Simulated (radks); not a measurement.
Results of a calculation; reference values are marked as such.
Valence configurations of La II (all share [Xe]). Code: a radial shooting solver on a logarithmic mesh with Libxc functionals. Model: scalar-relativistic Kohn-Sham, PBEsol, spin-unpolarised, spherical densities, finite nucleus; Fermi nuclear charge, rms radius 4.855 fm. Order these by energy: 5d1 6s1; 5d1 6p1; 4f1 6p1; 5d0.5 6s1.5; 4f0.5 5d1 6p0.5; 4f1 5d1; 5d1.5 6s0.5; 5d2.

Answer. From the lowest, in eV above it: 5d1.5 6s0.5 0.000; 5d1 6s1 0.024; 5d2 0.080; 5d0.5 6s1.5 0.164; 4f1 5d1 0.919; 4f0.5 5d1 6p0.5 1.199; 4f1 6p1 2.968; 5d1 6p1 3.007. NIST lists [Xe] 5d2 as the ground configuration; this level of theory puts 5d1.5 6s0.5 lower, by 0.080 eV. The energies are those of spherical spin-averaged densities, not of single terms.
